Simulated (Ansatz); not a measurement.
Cost and result for the atomization energy of C$_{2}$H$_{7}$BClN (`CB(Cl)CN`) (12 atoms, 11 bonds).

```csv
atom,x (Å),y (Å),z (Å)
C1,1.812,-0.029,-0.544
B2,0.401,0.476,-0.125
Cl3,0.100,2.219,-0.118
C4,-0.762,-0.492,0.249
N5,-1.918,0.071,0.911
H6,2.510,0.185,0.276
H7,1.845,-1.105,-0.728
H8,2.202,0.500,-1.416
H9,-0.332,-1.298,0.859
H10,-0.981,-0.984,-0.723
H11,-2.730,-0.523,0.825
H12,-2.148,0.980,0.535
```

Charge 0, multiplicity 1. The structure was optimised at the PBE0-D4/def2-TZVP level. It is one conformer, not always the lowest. Program: Ansatz. All runs use 4 threads of an Arm Neoverse V1 on a shared host. Times are those of one run each, without the atoms' runs, and a repeat can differ threefold. Electronic energies, without spin–orbit coupling; frozen cores. CCSD(T)/CBS adds CCSD(T) − MP2 in def2-TZVPP to the MP2 limit, and its time is that of the two runs behind it. T1 = 0.010. B3LYP takes the VWN-RPA correlation (the form of Gaussian; ORCA's B3LYP/G).

CCSD(T)/CBS is a level of theory with its own doubt, some kJ/mol a heavy atom from the limit and from the frozen cores, so smaller differences don't rank the functionals.

```
                             level  functions  wall time
   PBE-D4/def2-TZVPP (with forces)        264      2.8 s
                PBE0-D4/def2-TZVPP        264      3.3 s
r2SCAN-D4/def2-TZVPP (with forces)        264      5.5 s
 B3LYP-D4/def2-TZVPP (with forces)        264      5.5 s
                 B2PLYP/def2-TZVPP        264      6.5 s
                ωB97X-V/def2-TZVPP        264      8.5 s
  ωB97M-V/def2-TZVPP (with forces)        264       13 s
                    MP2/def2-QZVPP        508       27 s
                CCSD(T)/def2-TZVPP        264    3.4 min
                 CCSD(T)/CBS(def2)          –    3.8 min
```

Problem. What atomization energy does each give, and how far from CCSD(T)/CBS? (Estimate.)

Solution. Computed: 
```csv
level,atomization (kJ/mol),difference from CCSD(T)/CBS,per bond
PBE-D4/def2-TZVPP (with forces),4614.0,115.4,10.5
PBE0-D4/def2-TZVPP,4548.0,49.4,4.5
r2SCAN-D4/def2-TZVPP (with forces),4528.1,29.5,2.7
B3LYP-D4/def2-TZVPP (with forces),4521.8,23.2,2.1
B2PLYP/def2-TZVPP,4469.0,-29.6,-2.7
ωB97X-V/def2-TZVPP,4523.6,25.0,2.3
ωB97M-V/def2-TZVPP (with forces),4536.8,38.2,3.5
MP2/def2-QZVPP,4519.5,20.9,1.9
CCSD(T)/def2-TZVPP,4387.7,-110.9,-10.1
CCSD(T)/CBS(def2),4498.6,0.0,0.0
```

In def2-TZVPP, CCSD(T) changes the Hartree–Fock value by +1049.1 kJ/mol (the triples alone add +61.0 kJ/mol) and MP2 by +1115.7 kJ/mol; breaking electron pairs costs correlation energy, which Hartree–Fock lacks. From PBE to PBE0 (25 % exact exchange), in def2-TZVPP and without D4, the atomization energy moves by −62.4 kJ/mol: exact exchange takes away binding that semilocal exchange gives to molecules. The D4 term adds +36.8 kJ/mol with B3LYP and +19.4 kJ/mol with PBE0; it sums over pairs of atoms, weighted by their polarisabilities, and B3LYP, whose exchange is more repulsive, gets the larger term.
